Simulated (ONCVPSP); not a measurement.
P: one change to an ONCV potential, before and after

P (Z = 15), optimised norm-conserving Vanderbilt (ONCV), made with ONCVPSP 4.0.1 (Wu-Cohen, scalar-relativistic). Core [Ne], reference 3s2 3p3. Waves: 3s: rc 1.35 bohr, ncon 5, nbas 9, qcut 5 1/bohr, 2 projectors, debl 2.7 Ha; 3p: rc 1.65 bohr, ncon 3, nbas 7, qcut 4.4 1/bohr, 2 projectors, debl 2.6 Ha; d scattering state at 0.27 Ha: rc 1.75 bohr, ncon 4, nbas 9, qcut 5.8 1/bohr, 2 projectors, debl 1.2 Ha. Local part: polynomial inside 1.25 bohr (lpopt 5, dvloc0 6 Ha). Core correction: none.

Change: s: rc 1.38.

Cutoffs: the cutoffs (Ha) at which the residual kinetic energy of the hardest occupied pseudo-wave falls to 1 and 0.1 mHa per electron; they do not see the model core or the augmentation charge, which bear on the density cutoff. Errors are all-electron minus pseudo energies relative to the spin-unpolarised reference configuration.

Question: What does the change do?

Answer: The potential gets softer (37 Ha and 115 Ha → 12 Ha and 106 Ha); the bound ghost in s disappears; of the 4 tests that both files solve, the error grows in 1 and shrinks in 0 by more than 15 % and 0.3 meV (median size 6.2 → 6.9 meV). A larger radius leaves more room for a smooth pseudo-wave, so fewer plane waves are needed.

```tsv
quantity	base	changed
cutoff, loose	37 Ha	12 Ha
cutoff, tight	115 Ha	106 Ha
loose cutoff by channel	s 37 Ha, p 4.4 Ha	s 12 Ha, p 4.4 Ha
bound ghosts	s	none
GHOST(+) flags under 300 eV	none	none
error for 3s2 3p2, meV [ΔE 9.71 eV]	+0.9	+1.0
error for 3s2 3p1, meV [ΔE 28.85 eV]	+11	+13
error for 3s2 3p0, meV [ΔE 58.60 eV]	+58	+63
error for 3s1 3p4, meV [ΔE 8.52 eV]	+0.2	+0.2
p: phases at 1.68 bohr within 0.05 rad from the reference energy up to (Ha; the scan ends near 5)	to the end of the scan	to the end of the scan
d: phases at 1.77 bohr within 0.05 rad from the reference energy up to (Ha; the scan ends near 5)	4.1	4.1
```

 A true bound ghost makes a file unfit for plane-wave use even where its test errors are small: the radial tests pick states by their node count and pass the ghost by.
